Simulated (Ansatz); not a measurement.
Reaction (redistribution): `[F][Cd][O][SiH3]` + `BOCCC` → `C[CH2][Cd][F]` + `BOCO[SiH3]`

Isolated molecules relaxed with PBE0-D4/def2-TZVP in Ansatz; ΔE leaves out vibrations. CCSD(T)/CBS adds triple-zeta CCSD(T) − MP2 to the extrapolated MP2 energy (def2 sets, frozen cores). Functionals use def2-TZVPP. B3LYP here is the variant with VWN-RPA as its local correlation; programs differ in this. def2 core potentials past Kr. For Cd outer-core shells are correlated without core-valence functions, which leaves a few kJ/mol of doubt a bond. One conformer a species, not always the lowest.

```tsv
level	ΔE (kcal/mol)
PBE0-D4	13.0
B3LYP	13.3
```

Q: What does CCSD(T)/CBS give? (Best estimate.)

A: Computed: +15.7 kcal/mol. The listed levels differ from it by -2.7, -2.4 kcal/mol.

Largest T1 diagnostic among the species: 0.016.

From PBE to PBE0 (25 % exact exchange), in def2-TZVPP and without D4, ΔE moves by +1.5 kcal/mol. In def2-TZVPP, CCSD(T) changes the Hartree–Fock value by −4.4 kcal/mol (the triples alone add −0.8 kcal/mol) and MP2 by −5.6 kcal/mol.
